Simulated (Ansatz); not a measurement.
Cartesian coordinates in Å:
```
C -1.7333 1.7547 0.8615
C -0.8284 0.8064 1.0893
Si -0.8442 -0.8636 0.2584
B 0.7888 -1.2533 -0.8634
C 2.0612 -0.3673 -0.8942
H -2.5661 1.5967 0.1814
H -1.6881 2.7279 1.3430
H -0.0209 1.0342 1.7852
H -0.8922 -1.9373 1.3015
H -2.0987 -0.9662 -0.5440
H 0.7468 -2.2154 -1.5829
H 1.8851 0.2771 -1.7753
H 2.9880 -0.9040 -1.1102
H 2.2020 0.3101 -0.0504
```

The species carries charge 0 and has multiplicity 1.

(1) List the PBE/def2-TZVPP orbital energies in eV (the Gaussian-basis code of Ansatz). (An estimate is asked.)

Answers

(1) The calculation gave: Occupied: -1778.93, -269.02, -268.81, -268.54, -177.16, -136.73, -93.47, -93.46, -93.43, -18.82, -17.49, -14.32, -12.80, -11.38, -10.81, -10.08, -9.88, -9.66, -8.20, -8.10, -7.48, -7.07, -6.24. Lowest empty: -2.69, -1.31, 0.01, 0.93, 1.07, 1.15, 1.31, 1.60.
